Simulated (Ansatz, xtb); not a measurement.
**Isomers of CH4F2OSi in order of energy**

3 gas-phase structures of CH4F2OSi, found in a search over its isomers (lower ones may exist). Each was relaxed with GFN2-xTB; where two conformers were screened, the lower at r2SCAN-D4/def2-SVP//GFN2-xTB is listed:

A. `C[Si](O)(F)F`, a singlet
B. `CO[SiH](F)F`, a singlet
C. `FCO[SiH2]F`, a singlet

Question: Make a reasoned guess at their ranking by r2SCAN-D4/def2-SVP//GFN2-xTB single-point energy.

Answer: Calculated order at r2SCAN-D4/def2-SVP//GFN2-xTB: A (0.0), B (105.4), C (293.4) kJ/mol.

Energies above the lowest of each column, in kJ/mol; the last columns are at r2SCAN-D4/def2-SVP geometries and were run for some of them only (a dash: not run or not comparable):

```json
{"structure": "A", "GFN2-xTB": "12.9", "HF/STO-3G": "0.0", "r2SCAN-D4/def2-SVP//GFN2-xTB": "0.0", "r2SCAN-D4/def2-SVP": "0.0", "CCSD(T)/def2-SVP + ΔMP2/def2-TZVPP": "0.0"}
{"structure": "B", "GFN2-xTB": "0.0", "HF/STO-3G": "64.5", "r2SCAN-D4/def2-SVP//GFN2-xTB": "105.4", "r2SCAN-D4/def2-SVP": "103.8", "CCSD(T)/def2-SVP + ΔMP2/def2-TZVPP": "108.0"}
{"structure": "C", "GFN2-xTB": "137.6", "HF/STO-3G": "141.3", "r2SCAN-D4/def2-SVP//GFN2-xTB": "293.4", "r2SCAN-D4/def2-SVP": "–", "CCSD(T)/def2-SVP + ΔMP2/def2-TZVPP": "–"}
```

CCSD(T)/def2-SVP + ΔMP2/def2-TZVPP puts A lowest of those it was run on; GFN2-xTB picks B. Flexible structures stand in one conformer each, not always the lowest. Frequencies (r2SCAN-D4/def2-SVP) were run for A, B alone. The ΔMP2 step shifts differences by up to 15.0 kJ/mol, which makes them less sure. ΔMP2 is the change of the MP2 energy from the smaller to the larger basis.

Programs: Ansatz 0.2.0, xtb 6.7.1.
